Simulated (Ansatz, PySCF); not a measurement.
Breaking a bond: AlH, singlet.

Levels of theory: UHF/aug-cc-pVQZ (Ansatz, a quantum-chemistry and plane-wave program); RHF/aug-cc-pVQZ (Ansatz); UKS-CAM-B3LYP = Ansatz with unrestricted CAM-B3LYP/aug-cc-pVQZ; RKS-CAM-B3LYP = restricted CAM-B3LYP/aug-cc-pVQZ in Ansatz; UKS-B3LYP = unrestricted B3LYP/aug-cc-pVQZ (Ansatz); RKS-B3LYP = Ansatz with restricted B3LYP/aug-cc-pVQZ; UKS-PBE = unrestricted PBE/aug-cc-pVQZ (Ansatz); RKS-PBE = restricted PBE/aug-cc-pVQZ (Ansatz); UKS-B3LYP/6-31G* = unrestricted B3LYP/6-31G*, spherical d (PySCF); RKS-B3LYP/6-31G* = restricted B3LYP/6-31G*, spherical d (PySCF); UKS-B3LYP/LANL2DZ = unrestricted B3LYP/LANL2DZ, with its core potentials past Ne in PySCF; RKS-B3LYP/LANL2DZ = restricted B3LYP/LANL2DZ, with its core potentials past Ne in PySCF.

Scanned distances (Å): 1.22, 1.34, 1.40, 1.49, 1.57, 1.58, 1.66, 1.68, 1.79, 1.82, 1.90, 2.03, 2.24, 2.47, 2.69, 2.93, 3.34, 3.71, 4.02, 4.41, 5.00, 5.80, 6.62.

**Question.** Where does the unrestricted solution first break spin symmetry (<S²> of 0.01 or more)?

**Answer.** UHF: already at 1.22 Å; UKS-CAM-B3LYP: between 2.69 and 2.93 Å; UKS-B3LYP: between 2.69 and 2.93 Å; UKS-PBE: between 2.93 and 3.34 Å; UKS-B3LYP/6-31G*: between 2.69 and 2.93 Å; UKS-B3LYP/LANL2DZ: between 2.69 and 2.93 Å.

```json
[
 {"R / Å": "1.22", "<S²> UHF": "0.34", "E(RHF) − E(UHF) / kcal/mol": "1.5", "<S²> UKS-CAM-B3LYP": "0.00", "E(RKS-CAM-B3LYP) − E(UKS-CAM-B3LYP) / kcal/mol": "0.0", "<S²> UKS-B3LYP": "0.00", "E(RKS-B3LYP) − E(UKS-B3LYP) / kcal/mol": "0.0", "<S²> UKS-PBE": "0.00", "E(RKS-PBE) − E(UKS-PBE) / kcal/mol": "0.0", "<S²> UKS-B3LYP/6-31G*": "0.00", "E(RKS-B3LYP/6-31G*) − E(UKS-B3LYP/6-31G*) / kcal/mol": "0.0", "<S²> UKS-B3LYP/LANL2DZ": "0.00", "E(RKS-B3LYP/LANL2DZ) − E(UKS-B3LYP/LANL2DZ) / kcal/mol": "0.0"},
 {"R / Å": "1.34", "<S²> UHF": "0.30", "E(RHF) − E(UHF) / kcal/mol": "1.1", "<S²> UKS-CAM-B3LYP": "0.00", "E(RKS-CAM-B3LYP) − E(UKS-CAM-B3LYP) / kcal/mol": "0.0", "<S²> UKS-B3LYP": "0.00", "E(RKS-B3LYP) − E(UKS-B3LYP) / kcal/mol": "0.0", "<S²> UKS-PBE": "0.00", "E(RKS-PBE) − E(UKS-PBE) / kcal/mol": "0.0", "<S²> UKS-B3LYP/6-31G*": "0.00", "E(RKS-B3LYP/6-31G*) − E(UKS-B3LYP/6-31G*) / kcal/mol": "0.0", "<S²> UKS-B3LYP/LANL2DZ": "0.00", "E(RKS-B3LYP/LANL2DZ) − E(UKS-B3LYP/LANL2DZ) / kcal/mol": "0.0"},
 {"R / Å": "1.40", "<S²> UHF": "0.28", "E(RHF) − E(UHF) / kcal/mol": "0.9", "<S²> UKS-CAM-B3LYP": "0.00", "E(RKS-CAM-B3LYP) − E(UKS-CAM-B3LYP) / kcal/mol": "0.0", "<S²> UKS-B3LYP": "0.00", "E(RKS-B3LYP) − E(UKS-B3LYP) / kcal/mol": "0.0", "<S²> UKS-PBE": "0.00", "E(RKS-PBE) − E(UKS-PBE) / kcal/mol": "0.0", "<S²> UKS-B3LYP/6-31G*": "0.00", "E(RKS-B3LYP/6-31G*) − E(UKS-B3LYP/6-31G*) / kcal/mol": "0.0", "<S²> UKS-B3LYP/LANL2DZ": "0.00", "E(RKS-B3LYP/LANL2DZ) − E(UKS-B3LYP/LANL2DZ) / kcal/mol": "0.0"},
 {"R / Å": "1.49", "<S²> UHF": "0.24", "E(RHF) − E(UHF) / kcal/mol": "0.7", "<S²> UKS-CAM-B3LYP": "0.00", "E(RKS-CAM-B3LYP) − E(UKS-CAM-B3LYP) / kcal/mol": "0.0", "<S²> UKS-B3LYP": "0.00", "E(RKS-B3LYP) − E(UKS-B3LYP) / kcal/mol": "0.0", "<S²> UKS-PBE": "0.00", "E(RKS-PBE) − E(UKS-PBE) / kcal/mol": "0.0", "<S²> UKS-B3LYP/6-31G*": "0.00", "E(RKS-B3LYP/6-31G*) − E(UKS-B3LYP/6-31G*) / kcal/mol": "0.0", "<S²> UKS-B3LYP/LANL2DZ": "0.00", "E(RKS-B3LYP/LANL2DZ) − E(UKS-B3LYP/LANL2DZ) / kcal/mol": "0.0"},
 {"R / Å": "1.57", "<S²> UHF": "0.21", "E(RHF) − E(UHF) / kcal/mol": "0.5", "<S²> UKS-CAM-B3LYP": "0.00", "E(RKS-CAM-B3LYP) − E(UKS-CAM-B3LYP) / kcal/mol": "0.0", "<S²> UKS-B3LYP": "0.00", "E(RKS-B3LYP) − E(UKS-B3LYP) / kcal/mol": "0.0", "<S²> UKS-PBE": "0.00", "E(RKS-PBE) − E(UKS-PBE) / kcal/mol": "0.0", "<S²> UKS-B3LYP/6-31G*": "0.00", "E(RKS-B3LYP/6-31G*) − E(UKS-B3LYP/6-31G*) / kcal/mol": "0.0", "<S²> UKS-B3LYP/LANL2DZ": "0.00", "E(RKS-B3LYP/LANL2DZ) − E(UKS-B3LYP/LANL2DZ) / kcal/mol": "0.0"},
 {"R / Å": "1.58", "<S²> UHF": "0.21", "E(RHF) − E(UHF) / kcal/mol": "0.5", "<S²> UKS-CAM-B3LYP": "0.00", "E(RKS-CAM-B3LYP) − E(UKS-CAM-B3LYP) / kcal/mol": "0.0", "<S²> UKS-B3LYP": "0.00", "E(RKS-B3LYP) − E(UKS-B3LYP) / kcal/mol": "0.0", "<S²> UKS-PBE": "0.00", "E(RKS-PBE) − E(UKS-PBE) / kcal/mol": "0.0", "<S²> UKS-B3LYP/6-31G*": "0.00", "E(RKS-B3LYP/6-31G*) − E(UKS-B3LYP/6-31G*) / kcal/mol": "0.0", "<S²> UKS-B3LYP/LANL2DZ": "0.00", "E(RKS-B3LYP/LANL2DZ) − E(UKS-B3LYP/LANL2DZ) / kcal/mol": "0.0"},
 {"R / Å": "1.66", "<S²> UHF": "0.17", "E(RHF) − E(UHF) / kcal/mol": "0.3", "<S²> UKS-CAM-B3LYP": "0.00", "E(RKS-CAM-B3LYP) − E(UKS-CAM-B3LYP) / kcal/mol": "0.0", "<S²> UKS-B3LYP": "0.00", "E(RKS-B3LYP) − E(UKS-B3LYP) / kcal/mol": "0.0", "<S²> UKS-PBE": "0.00", "E(RKS-PBE) − E(UKS-PBE) / kcal/mol": "0.0", "<S²> UKS-B3LYP/6-31G*": "0.00", "E(RKS-B3LYP/6-31G*) − E(UKS-B3LYP/6-31G*) / kcal/mol": "0.0", "<S²> UKS-B3LYP/LANL2DZ": "0.00", "E(RKS-B3LYP/LANL2DZ) − E(UKS-B3LYP/LANL2DZ) / kcal/mol": "0.0"},
 {"R / Å": "1.68", "<S²> UHF": "0.17", "E(RHF) − E(UHF) / kcal/mol": "0.3", "<S²> UKS-CAM-B3LYP": "0.00", "E(RKS-CAM-B3LYP) − E(UKS-CAM-B3LYP) / kcal/mol": "0.0", "<S²> UKS-B3LYP": "0.00", "E(RKS-B3LYP) − E(UKS-B3LYP) / kcal/mol": "0.0", "<S²> UKS-PBE": "0.00", "E(RKS-PBE) − E(UKS-PBE) / kcal/mol": "0.0", "<S²> UKS-B3LYP/6-31G*": "0.00", "E(RKS-B3LYP/6-31G*) − E(UKS-B3LYP/6-31G*) / kcal/mol": "0.0", "<S²> UKS-B3LYP/LANL2DZ": "0.00", "E(RKS-B3LYP/LANL2DZ) − E(UKS-B3LYP/LANL2DZ) / kcal/mol": "0.0"},
 {"R / Å": "1.79", "<S²> UHF": "0.12", "E(RHF) − E(UHF) / kcal/mol": "0.2", "<S²> UKS-CAM-B3LYP": "0.00", "E(RKS-CAM-B3LYP) − E(UKS-CAM-B3LYP) / kcal/mol": "0.0", "<S²> UKS-B3LYP": "0.00", "E(RKS-B3LYP) − E(UKS-B3LYP) / kcal/mol": "0.0", "<S²> UKS-PBE": "0.00", "E(RKS-PBE) − E(UKS-PBE) / kcal/mol": "0.0", "<S²> UKS-B3LYP/6-31G*": "0.00", "E(RKS-B3LYP/6-31G*) − E(UKS-B3LYP/6-31G*) / kcal/mol": "0.0", "<S²> UKS-B3LYP/LANL2DZ": "0.00", "E(RKS-B3LYP/LANL2DZ) − E(UKS-B3LYP/LANL2DZ) / kcal/mol": "0.0"},
 {"R / Å": "1.82", "<S²> UHF": "0.11", "E(RHF) − E(UHF) / kcal/mol": "0.1", "<S²> UKS-CAM-B3LYP": "0.00", "E(RKS-CAM-B3LYP) − E(UKS-CAM-B3LYP) / kcal/mol": "0.0", "<S²> UKS-B3LYP": "0.00", "E(RKS-B3LYP) − E(UKS-B3LYP) / kcal/mol": "0.0", "<S²> UKS-PBE": "0.00", "E(RKS-PBE) − E(UKS-PBE) / kcal/mol": "0.0", "<S²> UKS-B3LYP/6-31G*": "0.00", "E(RKS-B3LYP/6-31G*) − E(UKS-B3LYP/6-31G*) / kcal/mol": "0.0", "<S²> UKS-B3LYP/LANL2DZ": "0.00", "E(RKS-B3LYP/LANL2DZ) − E(UKS-B3LYP/LANL2DZ) / kcal/mol": "0.0"},
 {"R / Å": "1.90", "<S²> UHF": "0.07", "E(RHF) − E(UHF) / kcal/mol": "0.1", "<S²> UKS-CAM-B3LYP": "0.00", "E(RKS-CAM-B3LYP) − E(UKS-CAM-B3LYP) / kcal/mol": "0.0", "<S²> UKS-B3LYP": "0.00", "E(RKS-B3LYP) − E(UKS-B3LYP) / kcal/mol": "0.0", "<S²> UKS-PBE": "0.00", "E(RKS-PBE) − E(UKS-PBE) / kcal/mol": "0.0", "<S²> UKS-B3LYP/6-31G*": "0.00", "E(RKS-B3LYP/6-31G*) − E(UKS-B3LYP/6-31G*) / kcal/mol": "0.0", "<S²> UKS-B3LYP/LANL2DZ": "0.00", "E(RKS-B3LYP/LANL2DZ) − E(UKS-B3LYP/LANL2DZ) / kcal/mol": "0.0"},
 {"R / Å": "2.03", "<S²> UHF": "0.02", "E(RHF) − E(UHF) / kcal/mol": "0.0", "<S²> UKS-CAM-B3LYP": "0.00", "E(RKS-CAM-B3LYP) − E(UKS-CAM-B3LYP) / kcal/mol": "0.0", "<S²> UKS-B3LYP": "0.00", "E(RKS-B3LYP) − E(UKS-B3LYP) / kcal/mol": "0.0", "<S²> UKS-PBE": "0.00", "E(RKS-PBE) − E(UKS-PBE) / kcal/mol": "0.0", "<S²> UKS-B3LYP/6-31G*": "0.00", "E(RKS-B3LYP/6-31G*) − E(UKS-B3LYP/6-31G*) / kcal/mol": "0.0", "<S²> UKS-B3LYP/LANL2DZ": "0.00", "E(RKS-B3LYP/LANL2DZ) − E(UKS-B3LYP/LANL2DZ) / kcal/mol": "0.0"},
 {"R / Å": "2.24", "<S²> UHF": "0.00", "E(RHF) − E(UHF) / kcal/mol": "0.0", "<S²> UKS-CAM-B3LYP": "0.00", "E(RKS-CAM-B3LYP) − E(UKS-CAM-B3LYP) / kcal/mol": "0.0", "<S²> UKS-B3LYP": "0.00", "E(RKS-B3LYP) − E(UKS-B3LYP) / kcal/mol": "0.0", "<S²> UKS-PBE": "0.00", "E(RKS-PBE) − E(UKS-PBE) / kcal/mol": "0.0", "<S²> UKS-B3LYP/6-31G*": "0.00", "E(RKS-B3LYP/6-31G*) − E(UKS-B3LYP/6-31G*) / kcal/mol": "0.0", "<S²> UKS-B3LYP/LANL2DZ": "0.00", "E(RKS-B3LYP/LANL2DZ) − E(UKS-B3LYP/LANL2DZ) / kcal/mol": "0.0"},
 {"R / Å": "2.47", "<S²> UHF": "0.17", "E(RHF) − E(UHF) / kcal/mol": "0.3", "<S²> UKS-CAM-B3LYP": "0.00", "E(RKS-CAM-B3LYP) − E(UKS-CAM-B3LYP) / kcal/mol": "0.0", "<S²> UKS-B3LYP": "0.00", "E(RKS-B3LYP) − E(UKS-B3LYP) / kcal/mol": "0.0", "<S²> UKS-PBE": "0.00", "E(RKS-PBE) − E(UKS-PBE) / kcal/mol": "0.0", "<S²> UKS-B3LYP/6-31G*": "0.00", "E(RKS-B3LYP/6-31G*) − E(UKS-B3LYP/6-31G*) / kcal/mol": "0.0", "<S²> UKS-B3LYP/LANL2DZ": "0.00", "E(RKS-B3LYP/LANL2DZ) − E(UKS-B3LYP/LANL2DZ) / kcal/mol": "0.0"},
 {"R / Å": "2.69", "<S²> UHF": "0.50", "E(RHF) − E(UHF) / kcal/mol": "3.7", "<S²> UKS-CAM-B3LYP": "0.00", "E(RKS-CAM-B3LYP) − E(UKS-CAM-B3LYP) / kcal/mol": "0.0", "<S²> UKS-B3LYP": "0.00", "E(RKS-B3LYP) − E(UKS-B3LYP) / kcal/mol": "0.0", "<S²> UKS-PBE": "0.00", "E(RKS-PBE) − E(UKS-PBE) / kcal/mol": "0.0", "<S²> UKS-B3LYP/6-31G*": "0.00", "E(RKS-B3LYP/6-31G*) − E(UKS-B3LYP/6-31G*) / kcal/mol": "0.0", "<S²> UKS-B3LYP/LANL2DZ": "0.00", "E(RKS-B3LYP/LANL2DZ) − E(UKS-B3LYP/LANL2DZ) / kcal/mol": "0.0"},
 {"R / Å": "2.93", "<S²> UHF": "0.71", "E(RHF) − E(UHF) / kcal/mol": "9.7", "<S²> UKS-CAM-B3LYP": "0.20", "E(RKS-CAM-B3LYP) − E(UKS-CAM-B3LYP) / kcal/mol": "0.5", "<S²> UKS-B3LYP": "0.04", "E(RKS-B3LYP) − E(UKS-B3LYP) / kcal/mol": "0.0", "<S²> UKS-PBE": "0.00", "E(RKS-PBE) − E(UKS-PBE) / kcal/mol": "0.0", "<S²> UKS-B3LYP/6-31G*": "0.13", "E(RKS-B3LYP/6-31G*) − E(UKS-B3LYP/6-31G*) / kcal/mol": "0.2", "<S²> UKS-B3LYP/LANL2DZ": "0.16", "E(RKS-B3LYP/LANL2DZ) − E(UKS-B3LYP/LANL2DZ) / kcal/mol": "0.3"},
 {"R / Å": "3.34", "<S²> UHF": "0.89", "E(RHF) − E(UHF) / kcal/mol": "21.6", "<S²> UKS-CAM-B3LYP": "0.56", "E(RKS-CAM-B3LYP) − E(UKS-CAM-B3LYP) / kcal/mol": "5.0", "<S²> UKS-B3LYP": "0.43", "E(RKS-B3LYP) − E(UKS-B3LYP) / kcal/mol": "2.6", "<S²> UKS-PBE": "0.34", "E(RKS-PBE) − E(UKS-PBE) / kcal/mol": "1.0", "<S²> UKS-B3LYP/6-31G*": "0.51", "E(RKS-B3LYP/6-31G*) − E(UKS-B3LYP/6-31G*) / kcal/mol": "4.0", "<S²> UKS-B3LYP/LANL2DZ": "0.55", "E(RKS-B3LYP/LANL2DZ) − E(UKS-B3LYP/LANL2DZ) / kcal/mol": "4.7"},
 {"R / Å": "3.71", "<S²> UHF": "0.96", "E(RHF) − E(UHF) / kcal/mol": "32.0", "<S²> UKS-CAM-B3LYP": "0.75", "E(RKS-CAM-B3LYP) − E(UKS-CAM-B3LYP) / kcal/mol": "10.6", "<S²> UKS-B3LYP": "0.63", "E(RKS-B3LYP) − E(UKS-B3LYP) / kcal/mol": "6.4", "<S²> UKS-PBE": "0.59", "E(RKS-PBE) − E(UKS-PBE) / kcal/mol": "3.9", "<S²> UKS-B3LYP/6-31G*": "0.70", "E(RKS-B3LYP/6-31G*) − E(UKS-B3LYP/6-31G*) / kcal/mol": "8.9", "<S²> UKS-B3LYP/LANL2DZ": "0.73", "E(RKS-B3LYP/LANL2DZ) − E(UKS-B3LYP/LANL2DZ) / kcal/mol": "10.1"},
 {"R / Å": "4.02", "<S²> UHF": "0.99", "E(RHF) − E(UHF) / kcal/mol": "39.8", "<S²> UKS-CAM-B3LYP": "0.85", "E(RKS-CAM-B3LYP) − E(UKS-CAM-B3LYP) / kcal/mol": "15.4", "<S²> UKS-B3LYP": "0.73", "E(RKS-B3LYP) − E(UKS-B3LYP) / kcal/mol": "9.6", "<S²> UKS-PBE": "0.71", "E(RKS-PBE) − E(UKS-PBE) / kcal/mol": "6.6", "<S²> UKS-B3LYP/6-31G*": "0.80", "E(RKS-B3LYP/6-31G*) − E(UKS-B3LYP/6-31G*) / kcal/mol": "12.9", "<S²> UKS-B3LYP/LANL2DZ": "0.83", "E(RKS-B3LYP/LANL2DZ) − E(UKS-B3LYP/LANL2DZ) / kcal/mol": "14.6"},
 {"R / Å": "4.41", "<S²> UHF": "1.01", "E(RHF) − E(UHF) / kcal/mol": "48.3", "<S²> UKS-CAM-B3LYP": "0.92", "E(RKS-CAM-B3LYP) − E(UKS-CAM-B3LYP) / kcal/mol": "21.1", "<S²> UKS-B3LYP": "0.81", "E(RKS-B3LYP) − E(UKS-B3LYP) / kcal/mol": "13.2", "<S²> UKS-PBE": "0.81", "E(RKS-PBE) − E(UKS-PBE) / kcal/mol": "9.6", "<S²> UKS-B3LYP/6-31G*": "0.88", "E(RKS-B3LYP/6-31G*) − E(UKS-B3LYP/6-31G*) / kcal/mol": "17.6", "<S²> UKS-B3LYP/LANL2DZ": "0.91", "E(RKS-B3LYP/LANL2DZ) − E(UKS-B3LYP/LANL2DZ) / kcal/mol": "19.6"},
 {"R / Å": "5.00", "<S²> UHF": "1.02", "E(RHF) − E(UHF) / kcal/mol": "58.7", "<S²> UKS-CAM-B3LYP": "0.98", "E(RKS-CAM-B3LYP) − E(UKS-CAM-B3LYP) / kcal/mol": "28.5", "<S²> UKS-B3LYP": "0.89", "E(RKS-B3LYP) − E(UKS-B3LYP) / kcal/mol": "17.5", "<S²> UKS-PBE": "0.92", "E(RKS-PBE) − E(UKS-PBE) / kcal/mol": "13.1", "<S²> UKS-B3LYP/6-31G*": "0.96", "E(RKS-B3LYP/6-31G*) − E(UKS-B3LYP/6-31G*) / kcal/mol": "23.2", "<S²> UKS-B3LYP/LANL2DZ": "0.98", "E(RKS-B3LYP/LANL2DZ) − E(UKS-B3LYP/LANL2DZ) / kcal/mol": "25.7"},
 {"R / Å": "5.80", "<S²> UHF": "1.02", "E(RHF) − E(UHF) / kcal/mol": "69.0", "<S²> UKS-CAM-B3LYP": "1.00", "E(RKS-CAM-B3LYP) − E(UKS-CAM-B3LYP) / kcal/mol": "36.0", "<S²> UKS-B3LYP": "0.96", "E(RKS-B3LYP) − E(UKS-B3LYP) / kcal/mol": "21.6", "<S²> UKS-PBE": "1.00", "E(RKS-PBE) − E(UKS-PBE) / kcal/mol": "16.8", "<S²> UKS-B3LYP/6-31G*": "1.00", "E(RKS-B3LYP/6-31G*) − E(UKS-B3LYP/6-31G*) / kcal/mol": "28.5", "<S²> UKS-B3LYP/LANL2DZ": "1.00", "E(RKS-B3LYP/LANL2DZ) − E(UKS-B3LYP/LANL2DZ) / kcal/mol": "31.2"},
 {"R / Å": "6.62", "<S²> UHF": "1.02", "E(RHF) − E(UHF) / kcal/mol": "76.2", "<S²> UKS-CAM-B3LYP": "1.01", "E(RKS-CAM-B3LYP) − E(UKS-CAM-B3LYP) / kcal/mol": "41.1", "<S²> UKS-B3LYP": "1.00", "E(RKS-B3LYP) − E(UKS-B3LYP) / kcal/mol": "24.4", "<S²> UKS-PBE": "1.01", "E(RKS-PBE) − E(UKS-PBE) / kcal/mol": "18.9", "<S²> UKS-B3LYP/6-31G*": "1.00", "E(RKS-B3LYP/6-31G*) − E(UKS-B3LYP/6-31G*) / kcal/mol": "31.5", "<S²> UKS-B3LYP/LANL2DZ": "1.00", "E(RKS-B3LYP/LANL2DZ) − E(UKS-B3LYP/LANL2DZ) / kcal/mol": "34.2"}
]
```
